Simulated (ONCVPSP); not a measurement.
LDA (Perdew-Zunger) ONCV dataset for platinum (Pt), scalar-relativistic all-electron reference.

| Property | Result |
| --- | --- |
| Element | Pt (Z = 78) |
| Generator | ONCVPSP 4.0.1 |
| Type | optimised norm-conserving Vanderbilt (ONCV) |
| Functional | LDA (Perdew-Zunger) |
| Relativity | scalar-relativistic |
| Frozen core | [Kr] 4d10 |
| Valence charge | 32 |
| Reference configuration | 4f14 5s2 5p6 5d9 6s0.75 6p0.25 |
| Partial waves | 5s+6s: rc 1.80 bohr, ncon 4, nbas 7, qcut 5.2 1/bohr, 2 projectors; 5p+6p: rc 1.65 bohr, ncon 4, nbas 8, qcut 7 1/bohr, 2 projectors; 5d: rc 1.85 bohr, ncon 5, nbas 9, qcut 6.7 1/bohr, 2 projectors, debl 1.8 Ha; 4f: rc 1.00 bohr, ncon 3, nbas 8, qcut 18.7 1/bohr, 2 projectors, debl 1.1 Ha |
| Local potential | polynomial inside 0.95 bohr (lpopt 3, dvloc0 2 Ha) |
| Core correction | Teter function, fcfact 2.25, rcfact 1.5 |

In the f channel the program set the typed energies aside and used -2.611, 0.250 Ha.

All-electron outer shells of the reference configuration (LDA (Perdew-Zunger), scalar-relativistic, ld1.x):

```json
{"shell": "4p", "level (eV)": "-519.82", "outermost node (bohr)": "0.22", "outermost maximum (bohr)": "0.41"}
{"shell": "4d", "level (eV)": "-307.33", "outermost node (bohr)": "0.20", "outermost maximum (bohr)": "0.42"}
{"shell": "5s", "level (eV)": "-102.75", "outermost node (bohr)": "0.49", "outermost maximum (bohr)": "0.87"}
{"shell": "4f", "level (eV)": "-71.05", "outermost node (bohr)": "–", "outermost maximum (bohr)": "0.38"}
{"shell": "5p", "level (eV)": "-56.84", "outermost node (bohr)": "0.53", "outermost maximum (bohr)": "0.98"}
{"shell": "5d", "level (eV)": "-6.90", "outermost node (bohr)": "0.57", "outermost maximum (bohr)": "1.26"}
{"shell": "6s", "level (eV)": "-6.38", "outermost node (bohr)": "1.14", "outermost maximum (bohr)": "2.35"}
{"shell": "6p", "level (eV)": "-1.30", "outermost node (bohr)": "1.36", "outermost maximum (bohr)": "3.55"}
```

Question: Estimate the cutoffs (Ha) at which the residual kinetic energy of the hardest occupied pseudo-wave falls to 1 and 0.1 mHa per electron.

Answer: 145 Ha and 157 Ha.

Question: Does the potential have ghost states?

Answer: No bound ghost flagged; GHOST(+) flagged for s at 81.4 eV.

Question: Which valence shell sets the plane-wave cutoff?

Answer: 4f: 145 Ha for 1 mHa per electron, against 19 Ha for 5d.

Its largest configuration-test error is -4.9 meV (4f14 5s2 5p6 5d9 6s0 6p0). 1 of 4 tests not solved or not reliable.
